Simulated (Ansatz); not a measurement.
Results of the Gaussian-basis code of Ansatz.

Basis-set series for CH8AlBOSi (`CB(O)[SiH2][AlH2]`). The species carries charge 0 and has multiplicity 1. The structure was optimised at the PBE0-D4/def2-TZVP level. It is one conformer, not always the lowest.

| functional | basis | functions | energy (Eh) | HOMO (eV) | LUMO (eV) |
| --- | --- | --- | --- | --- | --- |
| PBE0-D4 | def2-TZVPP | 289 | -674.62023 | -7.10 | -2.08 |
| PBE0-D4 | def2-QZVPP | 551 | -674.64531 | -7.11 | -2.09 |
| ωB97M-V | def2-TZVPP | 289 | -674.90442 | -9.08 | -0.44 |
| ωB97M-V | def2-QZVPP | 551 | -674.92873 | -9.08 | -0.53 |

(1) Give the rows for def2-SVP. (Best estimate.)

Results:

(1) The calculation gave: 
```json
{"functional": "PBE0-D4", "basis": "def2-SVP", "functions": "118", "energy (Eh)": "-674.27312", "HOMO (eV)": "-7.10", "LUMO (eV)": "-2.05"}
{"functional": "ωB97M-V", "basis": "def2-SVP", "functions": "118", "energy (Eh)": "-674.54986", "HOMO (eV)": "-9.04", "LUMO (eV)": "-0.35"}
```
